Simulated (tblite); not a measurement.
Compound: C7H12N (doublet state).
Atom-mapped SMILES: `[H]/[C:1]=[C:2](/[CH2:3][NH2:4])[CH2:5][CH2:6][CH:7]=[CH2:8]` (hydrogens: H9 on C1; H10, H11 on C3; H12, H13 on N4; H14, H15 on C5; H16, H17 on C6; H18 on C7; H19, H20 on C8)

A start from a force field or distance geometry was refined with tblite 0.8.0, GFN2-xTB geometry optimisation, gas phase. Values at the start:

| coordinate | start |
| --- | --- |
| C1=C2 | 1.322 Å |
| C1–H9 | 1.067 Å |
| C2–C3 | 1.507 Å |
| C2–C5 | 1.505 Å |
| C3–N4 | 1.468 Å |
| C3–H10 | 1.093 Å |
| N4–H12 | 1.006 Å |
| C5–C6 | 1.533 Å |
| C5–H14 | 1.095 Å |
| C6–C7 | 1.500 Å |
| C6–H16 | 1.111 Å |
| C7=C8 | 1.337 Å |
| C7–H18 | 1.082 Å |
| C8–H19 | 1.088 Å |
| C8–H20 | 1.086 Å |
| C1–C2–C3 | 120.7° |
| C1–C2–C5 | 121.5° |
| C2–C3–N4 | 110.8° |
| C2–C5–C6 | 113.3° |
| C3–C2–C5 | 117.8° |
| C5–C6–C7 | 111.7° |
| C6–C7–C8 | 123.6° |
| C1–C2–C3–N4 | -110° |
| C1–C2–C5–C6 | 82° |
| C2–C5–C6–C7 | 179° |
| C5–C6–C7–C8 | 117° |

**Question.** How do these coordinates change at the GFN2-xTB level?

**Answer.** 
```csv
coordinate,GFN2-xTB (Å or °),change
C1=C2,1.294,-0.028
C2–C5,1.528,+0.023
C6–H16,1.091,-0.020
C7=C8,1.320,-0.017
C8–H19,1.078,-0.010
C2–C3,1.516,+0.009
C8–H20,1.077,-0.009
N4–H12,1.015,+0.009
C3–N4,1.460,-0.008
C6–C7,1.494,-0.006
C5–H14,1.091,-0.004
C1–H9,1.065,-0.002
C3–H10,1.095,+0.002
C5–C6,1.532,-0.001
C7–H18,1.083,+0.001
C3–C2–C5,115.2,-2.6
C2–C5–C6,111.1,-2.2
C1–C2–C3,122.1,+1.4
C1–C2–C5,122.7,+1.2
C5–C6–C7,110.6,-1.1
C6–C7–C8,124.6,+1.0
C2–C3–N4,110.4,-0.4
C1–C2–C5–C6,102,+20
C5–C6–C7–C8,122,+5
C1–C2–C3–N4,-106,+4
C2–C5–C6–C7,178,-1
```

The energy falls by 6.6 kcal/mol over 122 L-BFGS steps, the largest force on an atom goes from 2.73 to 0.010 eV/Å, and the atoms move by 0.353 Å rms after alignment. The bond that changes most is C1=C2 (ends: carbon bonded to C and H; carbon bonded to 3 C), which shortens by 0.028 Å. Bonds longer at the end by more than 0.005 Å: 4 of 19; shorter: 10. Among the dihedrals that turn most is C3–C2–C5–H14, from 138° to 162°. Rotational constants go from 3808, 984.2, 857.9 to 3602, 1060, 907.3 MHz.

Time: 0.8 s wall. Hardware: Arm Neoverse V1, one thread, shared host.

Its GFN2-xTB frequencies are all real (lowest 38 cm⁻¹). 3 starts were optimised and ended at 0.00, 0.50 and 0.79 kcal/mol (GFN2-xTB); the lowest of these is shown.

One conformer stands for the species.

The numbers are calculated, not measured.
